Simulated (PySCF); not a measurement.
Cd(F)(SeH) (CdFHSe), SMILES [F][Cd][SeH]. Heavy atoms are numbered as in [Cd:1]([F:2])[SeH:3]. Hydrogens are named by the atom that carries them.

Geometry optimised at B3LYP-D3(BJ)/def2-TZVP. The def2 effective core potentials stand for the cores of Cd; spin–orbit coupling is left out. One conformer was computed; it need not be the lowest.

Computed with CAM-B3LYP/def2-TZVPD (PySCF).

Mulliken values depend strongly on the basis, most of all with diffuse functions as here. ESP charges are fitted to the potential on shells at 1.4 to 2.0 van der Waals radii. Atomic charges (e), one atom of each kind:

| atom | ESP fit | Mulliken |
|---|---|---|
| Cd1 | 0.76 | 0.89 |
| F2 | -0.50 | -0.67 |
| Se3 (SeH) | -0.35 | -0.33 |
| H on Se3 | 0.09 | 0.11 |
